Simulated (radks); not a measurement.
Results of a calculation; reference values are marked as such.
Valence configurations of Pd (all share [Kr]). Code: a radial shooting solver on a logarithmic mesh with Libxc functionals. Model: scalar-relativistic Kohn-Sham, PBEsol, spin-polarised, spherical densities, finite nucleus; open shells are filled with parallel spins first (spin-orbit coupling, left out, can overturn this in heavy ions); Fermi nuclear charge, rms radius 4.5318 fm. Order these by energy: 4d9.5 5p0.5; 4d8 5p2; 4d8 5s1 5p1; 4d9 5p1; 4d9 5s1; 4d10; 4d8 5s2.

Answer. From the lowest, in eV above it: 4d10 0.000; 4d9 5s1 1.032; 4d9.5 5p0.5 2.176; 4d8 5s2 4.084; 4d9 5p1 4.938; 4d8 5s1 5p1 7.453; 4d8 5p2 12.216. NIST lists [Kr] 4d10 as the ground configuration; this level of theory agrees among the configurations tried. The energies are those of spherical high-spin densities, not of single terms.
